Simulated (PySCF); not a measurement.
Species: C₇H₈F₂O.
Numbering: `[CH2:1]=[CH:2][C@H:3]1[CH2:4][C@@:5]([F:6])([C:7](=[O:8])[F:9])[CH2:10]1`

Cartesian coordinates in Å at the PBE0-D3(BJ)/def2-SVP level; atoms count from 1:
```
atom  x, y, z in Å
C1    -2.7146    0.2781   -0.8606
C2    -1.3961    0.1552   -0.7042
C3    -0.7415   -0.5801    0.4163
C4     0.3135   -1.6348   -0.0138
C5     1.4455   -0.7463    0.5459
F6     2.2484   -1.3645    1.4588
C7     2.2880   -0.1143   -0.5372
O8     1.8968    0.6432   -1.3602
F9     3.5493   -0.5245   -0.5115
C10    0.3884    0.1960    1.1460
H11   -3.4173   -0.1693   -0.1498
H12   -3.1407    0.8287   -1.7031
H13   -0.7139    0.6151   -1.4305
H14   -1.5077   -0.9825    1.0948
H15    0.2641   -2.5661    0.5665
H16    0.3591   -1.8747   -1.0852
H17    0.3655    0.0797    2.2377
H18    0.4916    1.2588    0.8885
```

NICS is the negative of the GIAO shielding at a point without a nucleus: at the ring centre (0) and 1 Å above and below it (1); zz is the component along the ring normal. Level: GIAO B3LYP/pcSseg-1 (PySCF, non-relativistic, gas phase) on the PBE0-D3(BJ)/def2-SVP geometry, one conformer.

Ring bond lengths (Å): C3–C4 1.552, C4–C5 1.544, C5–C10 1.538, C10–C3 1.553.

Task: Give the NICS values of each ring in ppm.

Result: 
```csv
ring,type,NICS(0),"NICS(1), two faces","NICS(1)zz, two faces",rms pucker (Å),"centre to ring atoms, mean (Å)"
C3–C4–C5–C10,4-membered carbocycle; formal bonds all single,0.2,-0.3 / 0.0,0.7 / 3.4,0.05,1.09
```

Task: What can be read from them?

Result: 
- C3–C4–C5–C10: mean NICS(1)zz 2.1 ppm, near zero. C3, C4, C5, C10 have four or more neighbours, so the value isn't read as a sign of a π ring current.

Task: What is the mean of the two in-plane components of NICS at the first NICS(1) probe listed for ring C3–C4–C5–C10, 1 Å off the ring?

Result: The isotropic value is a third of the trace: (3 × -0.3 − (0.7))/2 = -0.8 ppm.

Task: Give the inner angles of the rings.

Result: 
- C3–C4–C5–C10: C3 88.6°, C4 90.4°, C5 89.4°, C10 90.6°; sum 359.0° against 360° for a flat convex ring.

Task: How shielded are the nuclei of the rings and their hydrogens (means over atoms taken as equivalent)?

Result: 
| atoms | environment | σ isotropic (ppm) | principal values of the symmetric part, first atom (ppm) |
| --- | --- | --- | --- |
| C3 | allylic carbon | 146.2 | 132.0, 142.3, 164.4 |
| C4 (×2) | four-membered-ring carbon | 136.3 | 117.5, 126.7, 162.1 |
| C5 | sp3 C–F carbon | 88.5 | 56.4, 74.2, 134.9 |
| H14 | methine hydrogen | 28.78 | 24.6, 28.7, 33.0 |
| H15 (×2) | methylene hydrogen | 28.59 | 25.6, 27.6, 32.5 |
| H16 (×2) | methylene hydrogen | 29.04 | 26.5, 28.1, 32.9 |

Task: How do the values depend on the level or the medium?

Result: 
```json
{"level": "B3LYP/pcSseg-1, gas", "NICS(0), C3–C4–C5–C10": "0.2", "mean NICS(1)zz, C3–C4–C5–C10": "2.1"}
{"level": "PBE0/pcSseg-1, gas", "NICS(0), C3–C4–C5–C10": "0.1", "mean NICS(1)zz, C3–C4–C5–C10": "2.1"}
{"level": "PBE0/pcSseg-1, IEF-PCM chloroform", "NICS(0), C3–C4–C5–C10": "0.1", "mean NICS(1)zz, C3–C4–C5–C10": "2.1"}
{"level": "PBE0/pcSseg-1, IEF-PCM water", "NICS(0), C3–C4–C5–C10": "0.1", "mean NICS(1)zz, C3–C4–C5–C10": "2.1"}
```

The geometry is the same throughout; the continuum's cavity takes Bondi-type radii × 1.2.

Time: 46 s; peak memory 1.1 GiB. Hardware: one thread of an Intel Xeon Platinum 8259CL at 2.50 GHz, on a shared host. This is the whole shielding run at B3LYP/pcSseg-1, SCF included.
